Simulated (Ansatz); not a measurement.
Consider the formal exchange of groups at the Si–O bond: `F[SiH](F)O[SiH2]S` + CH₄ → `C[SiH](F)F` + `O[SiH2]S`.

Calculated with Ansatz (gas phase, PBE0-D4/def2-TZVP geometries, no zero-point term in ΔE). CBS: MP2 limit from def2 TZ/QZ plus the TZ coupled-cluster correction, frozen cores. This one scheme is used for every species. Functionals use def2-TZVPP. Each species was taken in one conformer, which may not be the lowest.

| level | ΔE (kcal/mol) |
| --- | --- |
| PBE-D4 | 27.1 |
| r2SCAN-D4 | 30.2 |
| ωB97M-V | 29.9 |
| PBE | 26.4 |

(1) What does CCSD(T)/CBS give? (An estimate is asked.)

Largest T1 diagnostic among the species: 0.012.

Results:

(1) The calculation gave: +30.9 kcal/mol. The listed levels differ from it by -3.8, -0.7, -1.0, -4.5 kcal/mol.

From PBE to PBE0 (25 % exact exchange), in def2-TZVPP and without D4, ΔE moves by +1.6 kcal/mol. The D4 term adds +1.1 kcal/mol with B3LYP and +0.7 kcal/mol with PBE0; it sums over pairs of atoms, weighted by their polarisabilities, and B3LYP, whose exchange is more repulsive, gets the larger term.

B3LYP here is the variant with VWN-RPA as its local correlation; programs differ in this.
